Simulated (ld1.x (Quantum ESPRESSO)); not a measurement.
Building the ultrasoft potential for neon (PBE, non-relativistic).

- Element: Ne
- Generator: ld1.x (Quantum ESPRESSO) 7.5
- Type: ultrasoft
- Functional: PBE
- Relativity: non-relativistic
- Frozen core: [He]
- Valence charge: 8
- Reference configuration: 2s2 2p5 (charge +1)
- Partial waves: 2s (bound): rcut 0.45, rcutus 0.56 bohr; 2s channel at 0.45 Ry: rcut 0.45, rcutus 0.56 bohr; 2p (bound): rcut 0.80, rcutus 1.00 bohr; 2p channel at -2.05 Ry: rcut 0.80, rcutus 1.00 bohr
- Local potential: all-electron potential smoothed inside 0.55 bohr (lloc = -1)
- Core correction: Bessel-smoothed model core inside 0.30 bohr
- Augmentation charge: PSQ, inside the norm-conserving radii

All-electron outer shells of the reference configuration (PBE, non-relativistic, ld1.x):

| shell | level (eV) | outermost node (bohr) | outermost maximum (bohr) |
| --- | --- | --- | --- |
| 2s | -55.51 | 0.22 | 0.68 |
| 2p | -32.29 | – | 0.60 |

Does the generator finish with these settings?

Yes, a potential is produced and its reference levels are reproduced.

Estimate the cutoffs (Ry, on a coarse ladder) from which the occupation-weighted sum of valence levels, in a spherical-Bessel basis at the reference potential, stays within 10 and 1 mRy of its value at 400 Ry.

120 Ry and 230 Ry.

Does the potential have ghost states?

No extra level below or beside the all-electron valence levels (s, p, d, f tested).

Is the overlap operator S = 1 + Σ q|β⟩⟨β| positive definite (Bessel basis up to 400 Ry)?

Yes: its lowest eigenvalue is 0.56 (s channel).

Which valence shell sets the plane-wave cutoff?

2s: its level needs 140 Ry to come within 1 mRy, against 80 Ry for 2p.

Tests: 2s2 2p6; 2s2 2p4; 2s2 2p3; 2s1 2p6; 2s2 2p2; 2s2 2p5.5. Which has the largest error in its energy relative to the reference configuration, and how large is it?

2s2 2p2, with +545 meV (all-electron minus pseudo) on +205.34 eV.
